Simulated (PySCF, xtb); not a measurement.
C₃H₅O, SMILES [CH2]C(C)=O, multiplicity 2.

Harmonic wavenumbers (cm⁻¹) from GFN2-xTB run with xtb 6.7.1 at its own minimum, in rising order: 93, 348, 378, 379, 505, 624, 865, 951, 979, 1036, 1246, 1371, 1382, 1454, 1460, 1573, 3024, 3030, 3066, 3107, 3161.

Problem. What does PBE0-D3(BJ)/def2-SVP in PySCF 2.14.0 give at its own minimum? (An estimate is asked for; the answer gives what the named calculation found.)

Solution. 62, 366, 386, 510, 532, 734, 840, 920, 1010, 1055, 1272, 1372, 1429, 1447, 1453, 1673, 3060, 3149, 3168, 3198, 3300. Paired by order, the mean absolute difference is 53 cm⁻¹ and the zero-point energies are 42.9 and 44.2 kcal/mol.
